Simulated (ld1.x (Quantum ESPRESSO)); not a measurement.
# What one change does to a pseudopotential (boron (B), TM)

B (Z = 5), norm-conserving Troullier–Martins (Kleinman–Bylander form), made with ld1.x (Quantum ESPRESSO) 7.5 (PBE, scalar-relativistic). Core [He], reference 2s1.5 2p1.5. Waves: 2s (bound): rc 1.45 bohr; 2p (bound): rc 2.60 bohr; 3d channel at 0.35 Ry: rc 2.05 bohr. Local part: all-electron potential smoothed inside 1.55 bohr (lloc = -2). Core correction: none.

All-electron outer shells of the reference configuration (PBE, scalar-relativistic, ld1.x):

```csv
shell,level (eV),outermost node (bohr),outermost maximum (bohr)
1s,-181.19,–,0.21
2s,-9.69,0.46,1.52
2p,-3.84,–,1.57
```

Change: local potential all-electron potential smoothed inside 2.86 bohr (lloc = -2).

Cutoffs: the cutoffs (Ry, on a coarse ladder) from which the occupation-weighted sum of valence levels, in a spherical-Bessel basis at the reference potential, stays within 10 and 1 mRy of its value at 400 Ry; they do not see the model core or the augmentation charge, which bear on the density cutoff. Errors are all-electron minus pseudo energies relative to the spin-unpolarised reference configuration.

**Question.** What does the change do?

**Answer.** The potential gets neither clearly harder nor softer (18 Ry and 50 Ry → 18 Ry and 50 Ry); of the 7 tests that both files solve, the error grows in 2 and shrinks in 0 by more than 15 % and 0.3 meV (median size 3.2 → 9.5 meV); neither file shows a bound ghost.

```csv
quantity,base,changed
"cutoff, loose",18 Ry,18 Ry
"cutoff, tight",50 Ry,50 Ry
bound ghosts,none,none
"error for 2s2 2p1, meV [ΔE -2.92 eV]",-1.1,-1.1
"error for 2s2 2p0, meV [ΔE 5.30 eV]",+78,+81
"error for 2s1 2p0, meV [ΔE 30.72 eV]",+262,+273
"error for 2s1 2p1, meV [ΔE 11.44 eV]",-1.1,-9.5
"error for 2s2 2p1.3, meV [ΔE -3.66 eV]",-3.2,-4.0
"error for 2s1 2p2, meV [ΔE 2.93 eV]",-1.3,-1.4
"error for 2s0 2p3, meV [ΔE 8.80 eV]",-18,-19
```
